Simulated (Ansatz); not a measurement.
Start from `CC[SiH2]PO` and change one atom or group to get `CC[SiH2]P`.

Ansatz, PBE0-D4/def2-TZVP geometries, multiplicity 1. Each molecule was computed in one conformer, which needn't be the lowest.

```
                                          property  `CC[SiH2]PO`
                 LUMO energy (PBE/def2-TZVPP) / eV         -1.47
size of the dipole moment (ωB97M-V/def2-TZVPP) / D          0.72
                LUMO energy (PBE0/def2-TZVPP) / eV         -0.56
           HOMO–LUMO gap (ωB97M-V/def2-TZVPP) / eV         10.17
              HOMO–LUMO gap (PBE0/def2-TZVPP) / eV          6.26
                HOMO energy (PBE0/def2-TZVPP) / eV         -6.81
```

Problem. Give the same properties after the change, and the shifts. (Estimate.)

Solution. Computed: 
| property | `CC[SiH2]P` | shift |
| --- | --- | --- |
| LUMO energy (PBE/def2-TZVPP) / eV | -0.50 | 0.97 |
| size of the dipole moment (ωB97M-V/def2-TZVPP) / D | 1.01 | 0.29 |
| LUMO energy (PBE0/def2-TZVPP) / eV | 0.36 | 0.92 |
| HOMO–LUMO gap (ωB97M-V/def2-TZVPP) / eV | 11.54 | 1.37 |
| HOMO–LUMO gap (PBE0/def2-TZVPP) / eV | 7.74 | 1.48 |
| HOMO energy (PBE0/def2-TZVPP) / eV | -7.38 | -0.57 |

With PBE0 the HOMO falls by 0.57 eV and the LUMO rises by 0.92 eV, so the gap widens by about 1.49 eV. PBE moves the HOMO by -0.61 eV and ωB97M-V by -0.56 eV. Dipoles are sizes alone; their direction can turn.
